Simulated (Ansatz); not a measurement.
## Nudged elastic band run: AlBClH4N

Input:

```yaml
crystal:
  periodic: [false, false, false]
  atoms:
    - { symbol: B, position_ang: [0.013618, 1.163104, -0.142067] }
    - { symbol: "N", position_ang: [0.411056, 0.319096, 0.863945] }
    - { symbol: Al, position_ang: [-0.235421, -1.105524, -0.080585] }
    - { symbol: Cl, position_ang: [1.140382, -2.262398, -1.168331] }
    - { symbol: H, position_ang: [-0.598241, 0.531716, -1.071244] }
    - { symbol: H, position_ang: [0.133302, 2.36147, -0.303586] }
    - { symbol: H, position_ang: [0.925987, 0.599752, 1.701159] }
    - { symbol: H, position_ang: [-1.698482, -1.664316, 0.144909] }
basis:
  gaussian: { orbitals: def2-SVP }
hamiltonian:
  xc: lda
neb:
  order_check: false
  images: 1
  f_tol: 0.05
  max_iterations: 60
  initial_path: idpp
  climbing: false
  final_atoms:
    - { symbol: B, position_ang: [-0.19604111, 1.15113059, 0.02761539] }
    - { symbol: "N", position_ang: [0.75823965, 0.3382103, 0.58475628] }
    - { symbol: Al, position_ang: [0.06650303, -1.08804762, -0.32524897] }
    - { symbol: Cl, position_ang: [-1.21883926, -2.37694657, 0.7257942] }
    - { symbol: H, position_ang: [-0.9272083, 0.51324085, -0.80651045] }
    - { symbol: H, position_ang: [-0.46712647, 2.32557805, 0.17819524] }
    - { symbol: H, position_ang: [1.44118212, 0.62574638, 1.28832618] }
    - { symbol: H, position_ang: [0.63549134, -1.54601198, -1.72872788] }
```

Launched with:

```bash
$ ansatz run input.yaml --threads 1 --pin off --max-ram 2048MiB --backend cpu --events-out ev --progress --plain --runs-dir out
```

Output, in part (warnings, iteration lines, the closing report on the highest movable image, with atoms numbered from 0):

```
NEB end point (image 0): max|allowed force component| = 1.135e-2 eV/Å (the criterion of neb.relax_end_points is 1.000e-2)
NEB end point (image 2): max|allowed force component| = 1.343e-2 eV/Å (the criterion of neb.relax_end_points is 1.000e-2)
NEB iter   1: max|band force component| = 1.367e0 eV/Å  barrier→ = 0.7520 eV  barrier← = 0.7521 eV  Δτ_max = 0.1761 Å  (76 SCF iters)
NEB iter   2: max|band force component| = 9.642e-1 eV/Å  barrier→ = 0.5018 eV  barrier← = 0.5019 eV  Δτ_max = 0.1697 Å  (27 SCF iters)
NEB iter   3: max|band force component| = 4.392e-1 eV/Å  barrier→ = 0.2473 eV  barrier← = 0.2474 eV  Δτ_max = 0.1979 Å  (33 SCF iters)
NEB iter   4: max|band force component| = 4.234e-1 eV/Å  barrier→ = 0.1497 eV  barrier← = 0.1498 eV  Δτ_max = 0.1169 Å  (26 SCF iters)
NEB iter   5: max|band force component| = 2.936e-1 eV/Å  barrier→ = 0.1207 eV  barrier← = 0.1208 eV  Δτ_max = 0.0929 Å  (28 SCF iters)
NEB iter   6: max|band force component| = 5.489e-1 eV/Å  barrier→ = 0.1283 eV  barrier← = 0.1284 eV  Δτ_max = 0.0349 Å  (28 SCF iters)
NEB iter   7: max|band force component| = 1.943e-1 eV/Å  barrier→ = 0.1073 eV  barrier← = 0.1074 eV  Δτ_max = 0.0267 Å  (27 SCF iters)
NEB iter   8: max|band force component| = 6.346e-2 eV/Å  barrier→ = 0.1053 eV  barrier← = 0.1054 eV  Δτ_max = 0.0174 Å  (28 SCF iters)
NEB iter   9: max|band force component| = 1.250e-2 eV/Å  barrier→ = 0.1050 eV  barrier← = 0.1051 eV  Δτ_max = 0.0000 Å  (54 SCF iters)
Total energy: -21256.67416853 eV, -781.1683674024 hartree
Atom 0 at    -0.282963     1.387433    -0.062791 Å, force     0.007562    -0.002806    -0.000847 eV/Å
Atom 1 at     0.553310     0.298629     0.213981 Å, force     0.006474     0.002837    -0.004195 eV/Å
Atom 2 at    -0.066973    -1.362114    -0.094566 Å, force    -0.012504     0.006638     0.003107 eV/Å
Atom 3 at     1.227387    -2.946378     0.345992 Å, force     0.009582    -0.005045     0.001129 eV/Å
Atom 4 at    -1.402045     1.153312    -0.505471 Å, force    -0.006524    -0.000178     0.000541 eV/Å
Atom 5 at     0.088286     2.535289     0.128789 Å, force    -0.002270     0.001121    -0.000563 eV/Å
Atom 6 at     1.492834     0.491975     0.582809 Å, force    -0.000234    -0.002913     0.004197 eV/Å
Atom 7 at    -1.517634    -1.615246    -0.664544 Å, force    -0.002088     0.000345    -0.003369 eV/Å
Dipole moment:     0.155131    -0.000574     0.057201 e Å
```

It converged. No image climbed, so the highest image needn't sit at the top of the path. So few images can step over the top or miss a turn of the path.

Final band (atoms are numbered from 1 in the order of the input):

| image | path coordinate (Å) | energy (eV) | dihedral H7–N2–Al3–H8 (°) |
| --- | --- | --- | --- |
| 0 | 0.00 | 0.000 | 92 |
| 1 | 2.68 | 0.105 | -180 |
| 2 | 5.36 | 0.000 | -92 |

The run took 15 s on 1 thread of Arm Neoverse V2 (shared host), peak memory 0.26 GiB.
